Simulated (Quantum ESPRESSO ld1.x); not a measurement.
Q: All-electron atom: Au LXX in [Ne]. Calculated with ld1.x of Quantum ESPRESSO 7.5: Dirac Kohn-Sham, PBE, spin-unpolarised, spherical densities, point nucleus. Some entries of the table are withheld. Estimate them.

orbital,occ.,eigenvalue (hartree),<r^2> (bohr^2),<r> (bohr)
1s1/2,2,-3201.88,0.0003921,0.01684
2s1/2,2,-745.662,(1),0.06934
2p1/2,2,(2),(3),0.05697
2p3/2,4,(4),(5),0.06516
3s1/2,0,-310.180,(6),(7)
3p1/2,0,-304.127,0.02813,0.1554
3p3/2,0,-284.702,0.03240,0.1673

A: 
(1) 2s1/2 <r^2> (bohr^2): 0.005739
(2) 2p1/2 eigenvalue (hartree): -727.770
(3) 2p1/2 <r^2> (bohr^2): 0.004043
(4) 2p3/2 eigenvalue (hartree): -657.825
(5) 2p3/2 <r^2> (bohr^2): 0.005146
(6) 3s1/2 <r^2> (bohr^2): 0.03171
(7) 3s1/2 <r> (bohr): 0.1664
